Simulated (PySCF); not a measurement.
## PBE on V⁶⁺ (vanadium, charge +6)

Configuration: [Ne] 3s2 3p5, 2P determinant. Computed with PySCF 2.14 in an even-tempered Gaussian basis (20 s from 0.19 bohr⁻², ratio 2.5; 13 p from 0.24 bohr⁻², ratio 2.5; 5 d from 2.8 bohr⁻², ratio 2.7; 5 f from 4.1 bohr⁻², ratio 2.7), with the spin-free X2C one-electron Hamiltonian (Gaussian nucleus).

| Quantity | Value |
| --- | --- |
| Total energy | -938.208 hartree |
| One-electron energy | -1218.662 hartree |
| Hartree (Coulomb) energy | 322.583 hartree |
| Exchange-correlation energy | -42.129 hartree |
| ⟨S²⟩ | 0.7510 |
| ⟨L²⟩ | 2.005 |
| Sum of ⟨r⟩ | 8.748 bohr |
| Sum of ⟨r²⟩ | 7.456 bohr² |
| Traceless quadrupole moment −½Σ⟨3z² − r²⟩ along its main axis | 0.375 e·bohr² |

| shell | electrons | mean orbital energy (eV) | spread (eV) | rms radius, mean of both spins (bohr) |
| --- | --- | --- | --- | --- |
| 1s α | 1 | -5471.5 | 0 | 0.0768 |
| 1s β | 1 | -5471.0 | 0 | 0.0768 |
| 2s α | 1 | -713.34 | 0 | 0.334 |
| 2s β | 1 | -712.94 | 0 | 0.334 |
| 2p α | 3 | -614.10 | 1.683 | 0.304 |
| 2p β | 3 | -613.53 | 0.737 | 0.304 |
| 3s α | 1 | -168.90 | 0 | 0.949 |
| 3s β | 1 | -166.66 | 0 | 0.949 |
| 3p α | 3 | -141.26 | 3.139 | 0.986 |
| 3p β | 2 | -139.28 | 0 | 0.986 |

Densities and radii are taken from the X2C orbitals without a picture-change correction, which distorts them close to the nucleus.
